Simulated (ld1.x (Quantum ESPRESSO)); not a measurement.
Results of a calculation; reference values are marked as such.
Hardness and transferability of assorted potentials

Generated with ld1.x 7.5 (TM, RRKJ, ultrasoft, PAW), atompaw 4.2 or ONCVPSP 4.0.1. The cutoff is in Ry: for ld1.x and atompaw files where the sum of valence levels is converged to 10 mRy in a Bessel basis, for ONCV files where the hardest occupied wave has 1 mHa per electron of residual kinetic energy. The error is the largest all-electron minus pseudo excitation energy over each file’s own four to seven test configurations (ionisations up to +4, promotions, holes and added fractions of an electron), all of which were solved. The labels leave out finer settings (local radius, basis sizes, second energies), which also bear on the numbers. Spin-polarised tests are not counted. The rows are a selection from randomly drawn settings: files with unsolved tests, undetermined cutoffs or missed reference levels are left out.

A true bound ghost makes a file unfit for plane-wave use even where its test errors are small: the radial tests pick states by their node count and pass the ghost by.

| element | potential | cutoff (Ry) | largest error (meV) | bound ghosts |
| --- | --- | --- | --- | --- |
| He | PAW, BLYP, non-relativistic, rc 0.35/0.35 (sp), local p, core correction no, reference 1s2 | 200 | 0.0 | none |
| B | TM, PBE, scalar-relativistic, rc 1.00/3.30 (sp), local p, core correction no, reference 2s2 2p1 | 55 | +350 | none |
| Ti | PAW, PBE, scalar-relativistic, rc 2.80/2.45/1.40 (spd), local smoothed, core correction yes, reference 3d1 4s0 4p0 | 45 | -575 | none |
| Cu | TM, PBE, fully relativistic, rc 0.95/1.70/1.50 (spd), local s, core correction no, reference 3s2 3p6 3d9.5 4s0 4p0 | 180 | +740 | none |

(1) Fill in the row for Ni: TM, PBEsol, scalar-relativistic, rc 2.25/1.25/1.25 (spd), local d, core correction yes, reference 3p6 3d8 4s2 4p0.

(2) Fill in the row for He: TM semilocal, PBE, non-relativistic, rc 0.50/0.55 (sp), local p, core correction no, reference 1s1.75.

(3) Fill in the row for Ne: TM, PBE, scalar-relativistic, rc 0.55/1.10/1.05 (spd), local smoothed, core correction yes, reference 2s2 2p5.5.

## Answers

(1) cutoff 160 Ry, largest error -214 meV, bound ghosts: s.

(2) cutoff 160 Ry, largest error +1.7 meV, bound ghosts: none.

(3) cutoff 230 Ry, largest error +964 meV, bound ghosts: none.
